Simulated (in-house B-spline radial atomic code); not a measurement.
Computed with a B-spline radial atomic code. Model: two electrons, singlet ground state, non-relativistic, full CI in B-splines with partial waves to l = 8 (at full coupling up to 3e-4 hartree above the limit, correlation up to 0.6 % small), density held at that of full coupling by Lieb maximisation.

Along the adiabatic connection the electron repulsion is scaled by a coupling λ while a local potential keeps the density fixed. At λ = 0 the system is the Kohn-Sham one and W equals the exchange energy; the exchange-correlation energy is the area under W between 0 and 1. The kinetic energy rises with λ as the electrons avoid each other, with dT/dλ = −λ dW/dλ.

Command:
```bash
python run_ac.py task.json out
```
Settings (lengths in bohr, energies in hartree):
```
potential              dot
strength               0.174
lmax                   8
second                 1.5
```

Run time, properties included: 26 s on 1 thread of Intel(R) Xeon(R) Processor @ 2.30GHz (shared host).

**W = mean repulsion less Hartree energy, and W of three functionals.**

Given: confinement charge in harmonic well; well frequency 0.174 hartree; nuclear charge 1.5; external potential omega^2 r^2/2 - Z/r.

Computed: LDA exchange minus exact 104.94 millihartree; SCAN exchange minus exact -3.1041 millihartree.

```
coupling  W xc (hartree)  W xc minus exchange (millihartree)  kinetic minus Kohn-Sham (millihartree)  LDA (PW92) W minus its exchange (millihartree)  PBE W minus its exchange (millihartree)  SCAN W minus its exchange (millihartree)
       0        -0.75664                                   0                                       0                                               0                                        0                                         0
    0.02        -0.75855                              -1.909                                    0.02                                          -11.14                                    -1.79                                     -1.82
    0.05        -0.76137                               -4.73                                    0.12                                           -22.5                                     -4.5                                     -4.46
    0.12        -0.76776                             -11.118                                    0.66                                          -42.36                                   -10.81                                    -10.35
    0.25        -0.77894                             -22.304                                    2.72                                          -69.46                                   -22.17                                    -20.49
     0.4        -0.79086                             -34.219                                    6.58                                          -93.39                                   -34.49                                    -31.17
     0.6        -0.80529                              -48.65                                   13.77                                         -118.74                                   -49.57                                    -44.02
     0.8        -0.81827                             -61.635                                   22.84                                         -139.48                                   -63.24                                    -55.58
       1        -0.83001                              -73.37                                   33.38                                          -157.1                                   -75.69                                    -66.07
     1.4        -0.85036                             -93.724                                   57.68                                         -185.99                                   -97.49                                    -84.43
       2        -0.87486                             -118.22                                   99.01                                         -219.16                                  -124.28                                   -107.02
       3               ?                                   ?                                       ?                                               ?                                        ?                                         ?
     4.5               ?                                   ?                                       ?                                               ?                                        ?                                         ?
       7         -0.9647                             -208.06                                  452.45                                         -342.33                                  -234.04                                   -196.98
      10        -0.98602                             -229.38                                   631.1                                         -375.16                                  -264.88                                   -219.47
```

(1) What belongs in the row 3?

(2) What belongs in the row 4.5?

(3) What is the PBE exchange minus exact?

**Energy parts, natural occupations and partial-wave weights.**

Computed: total energy -1.3952 hartree; exchange energy -0.75664 hartree; kinetic part of the DFT correlation energy 0.033378 hartree; initial slope twice GL2 -0.096038 hartree; kinetic part over minus potential part 0.45493; Hartree energy 1.5133 hartree; Lieb Oxford ratio E_xc over LDA exchange 1.2224.

```csv
natural,occupation of the shell (electrons)
s,1.9739
p,0.013108
s,0.011813
d,0.00048668
p,?
s,0.00015149
```

(4) What belongs in the row p?

```csv
wave,weight
s,0.99294
p,0.0067426
d,0.0002692
f,?
g,7.9365e-06
```

(5) What belongs in the row f?

(6) What is the Kohn-Sham kinetic?

(7) What is the correlation energy?

Results:

(1) W xc (hartree): -0.9048; W xc minus exchange (millihartree): -148.16; kinetic minus Kohn-Sham (millihartree): 172.94; LDA (PW92) W minus its exchange (millihartree): -258.91; PBE W minus its exchange (millihartree): -158.29; SCAN W minus its exchange (millihartree): -135.65.

(2) W xc (hartree): -0.93467; W xc minus exchange (millihartree): -178.03; kinetic minus Kohn-Sham (millihartree): 283.3; LDA (PW92) W minus its exchange (millihartree): -299.34; PBE W minus its exchange (millihartree): -194.43; SCAN W minus its exchange (millihartree): -165.6.

(3) 9.7944 millihartree.

(4) occupation of the shell (electrons): 0.0003477.

(5) weight: 3.5358e-05.

(6) 1.5541 hartree.

(7) -0.039992 hartree.

Half-way to full coupling W has made 56 % of its drop, against 50 % for a straight line, and second-order (GL2) theory, half the initial slope, overshoots the correlation energy by about 20 %: a moderate bend, as in light atoms. Over couplings 0 to 1 the errors in E_xc come to about +46 millihartree for LDA, +9.1 millihartree for PBE, +0.6 millihartree for SCAN, so SCAN is nearest. In LDA and PBE and SCAN the errors of exchange and correlation have opposite signs, so the sum is smaller than the larger of the two.
